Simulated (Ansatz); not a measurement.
Start from `[BH2][AlH][S]C` and change one atom or group to get `C[S][AlH][GeH3]`.

Ansatz, PBE0-D4/def2-TZVP geometries, multiplicity 1. Each molecule was computed in one conformer, which needn't be the lowest.

Scalar relativity is left out up to krypton.

```json
{"property": "HOMO energy (B3LYP/def2-TZVPP) / eV", "`[BH2][AlH][S]C`": "-6.86"}
{"property": "HOMO–LUMO gap (ωB97M-V/def2-TZVPP) / eV", "`[BH2][AlH][S]C`": "8.68"}
{"property": "HOMO energy (ωB97M-V/def2-TZVPP) / eV", "`[BH2][AlH][S]C`": "-9.27"}
{"property": "LUMO energy (B3LYP/def2-TZVPP) / eV", "`[BH2][AlH][S]C`": "-2.72"}
{"property": "HOMO energy (PBE0/def2-TZVPP) / eV", "`[BH2][AlH][S]C`": "-7.10"}
{"property": "size of the dipole moment (ωB97M-V/def2-TZVPP) / D", "`[BH2][AlH][S]C`": "1.77"}
```

Task: What does the change do to each property? (Best estimate.)

Result: Ansatz gave: 
| property | `C[S][AlH][GeH3]` | shift |
| --- | --- | --- |
| HOMO energy (B3LYP/def2-TZVPP) / eV | -7.05 | -0.19 |
| HOMO–LUMO gap (ωB97M-V/def2-TZVPP) / eV | 9.46 | 0.78 |
| HOMO energy (ωB97M-V/def2-TZVPP) / eV | -9.45 | -0.18 |
| LUMO energy (B3LYP/def2-TZVPP) / eV | -1.80 | 0.92 |
| HOMO energy (PBE0/def2-TZVPP) / eV | -7.28 | -0.18 |
| size of the dipole moment (ωB97M-V/def2-TZVPP) / D | 1.11 | -0.66 |

With PBE0 the HOMO falls by 0.18 eV and the LUMO rises by 0.90 eV, so the gap widens by about 1.08 eV. PBE moves the HOMO by -0.18 eV and ωB97M-V by -0.18 eV. Dipoles are sizes alone; their direction can turn.

B3LYP here is the variant with VWN-RPA as its local correlation; programs differ in this.
